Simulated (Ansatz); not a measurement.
Reaction (ligand exchange at the Si–N bond): `CCN(C)[SiH3]` + `[SiH3]P` → `[SiH3]P[SiH3]` + ethylmethylamine

Gas-phase electronic energies from Ansatz, PBE0-D4/def2-TZVP geometries. CCSD(T)/CBS adds triple-zeta CCSD(T) − MP2 to the extrapolated MP2 energy (def2 sets, frozen cores). This one scheme is used for every species. DFT in def2-TZVPP. B3LYP here is the variant with VWN-RPA as its local correlation; programs differ in this. One conformer a species, not always the lowest.

(1) Is it downhill or uphill in electronic energy at CCSD(T)/CBS, and by how much? (Estimate.)

(2) What do these levels give: revPBE-D4, B97M-V, PBE0-D4, r2SCANh-D4, ωB97M-V, BLYP, B3LYP, r2SCANh, BHLYP, CCSD(T)/def2-SVP, HF/CBS(def2), CCSD/CBS(def2)? (An estimate is asked.)

Largest T1 diagnostic among the species: 0.013.

Results:

(1) Ansatz gave: Uphill: ΔE = +12.5 kJ/mol.

(2) The calculation gave: revPBE-D4 4.0, B97M-V 8.2, PBE0-D4 3.4, r2SCANh-D4 7.9, ωB97M-V 15.3, BLYP 10.6, B3LYP 12.6, r2SCANh 6.9, BHLYP 17.1, CCSD(T)/def2-SVP 18.4, HF/CBS(def2) 20.9, CCSD/CBS(def2) 13.9 kJ/mol.

At CCSD(T), def2-SVP lies +5.9 kJ/mol from the extrapolated value and def2-TZVPP +2.7 kJ/mol. Leaving LDA and LC-ωPBE aside and taking each functional with its dispersion term where it has one, the values, not all of them listed here, spread over 19.3 kJ/mol, from PBE-D4 to CAM-B3LYP-D4. LDA lies +9.3 kJ/mol from PBE without D4.
